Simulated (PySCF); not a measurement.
Ge(H)(vinyl)(NH2)2 (C2H8GeN2), SMILES [CH]([GeH]([NH2])[NH2])=C. Atoms are numbered in the order given.

```xyz
13

Ge     0.1430     0.0213    -0.3393
N      1.4539    -1.2647    -0.2482
N      0.9708     1.6710    -0.4802
C     -1.0249    -0.2249     1.2067
C     -2.3413    -0.4320     1.0840
H     -0.7079    -0.1116    -1.6195
H      1.6175    -1.6570     0.6757
H      2.3423    -1.0025    -0.6701
H      1.4495     1.9856     0.3627
H      0.3627     2.4227    -0.8026
H     -0.5902    -0.1739     2.2144
H     -2.8250    -0.4914     0.1015
H     -3.0010    -0.5553     1.9511
```
Charge 0, spin multiplicity 1.

Geometry: B3LYP-D3(BJ)/def2-SVP. The values are those of a single conformer.

Two levels are set side by side: PBE/pcSseg-1 (PySCF) and B3LYP/pcSseg-1 (PySCF). GIAO shifts against GeH4 (⁷³Ge), NH3 (¹⁵N), TMS (¹H), TMS (¹³C) at the same level; non-relativistic, no solvent, atoms listed together averaged. Differences are taken from unrounded values.

| quantity | PBE |
|---|---|
| δ(⁷³Ge) of Ge1 (ppm) | 372.3 |
| δ(¹³C) of C4 (ppm) | 149.9 |
| δ(¹³C) of C5 (ppm) | 140.6 |
| δ(¹H) of H6 (ppm) | 5.36 |
| δ(¹H) of H11 (ppm) | 6.66 |

**Question.** These are the PBE values. What does B3LYP give? (An estimate is asked for; the answer gives what the named calculation found.)

**Answer.** 
```csv
quantity,B3LYP,PBE minus B3LYP
δ(⁷³Ge) of Ge1 (ppm),353.2,19.2
δ(¹³C) of C4 (ppm),151.5,-1.6
δ(¹³C) of C5 (ppm),142.8,-2.2
δ(¹H) of H6 (ppm),5.15,0.21
δ(¹H) of H11 (ppm),6.55,0.11
```

Rough cost on one machine, each run with all the roots and properties that it gave: B3LYP against PBE within a factor of 2.
